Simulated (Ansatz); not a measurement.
Cartesian coordinates in Å:
```
N 0.8480 0.9466 -0.4427
C 0.2608 -0.2031 0.1078
O 0.7168 -1.2935 -0.6120
Se -1.7963 -0.2938 0.0590
H 0.6122 1.0536 -1.4212
H 0.5864 1.7819 0.0599
H 0.4865 -0.2608 1.1762
H 0.2528 -2.0752 -0.2973
H -1.9672 0.3443 1.3704
```

Charge 0, multiplicity 1.

Problem. List the CAM-B3LYP/def2-TZVPP orbital energies in eV (Ansatz). (Best estimate.)

Solution. Computed: Occupied: -12352.52, -1581.71, -1419.93, -1419.90, -1419.84, -523.13, -391.62, -282.13, -214.31, -158.44, -158.34, -158.14, -59.26, -59.24, -59.07, -58.99, -58.96, -31.26, -26.92, -21.59, -19.55, -17.38, -15.00, -14.75, -14.02, -12.06, -11.42, -10.41, -8.44, -7.90. Lowest empty: 0.65, 1.84, 2.37, 2.45, 3.07, 3.93, 4.95, 5.24.
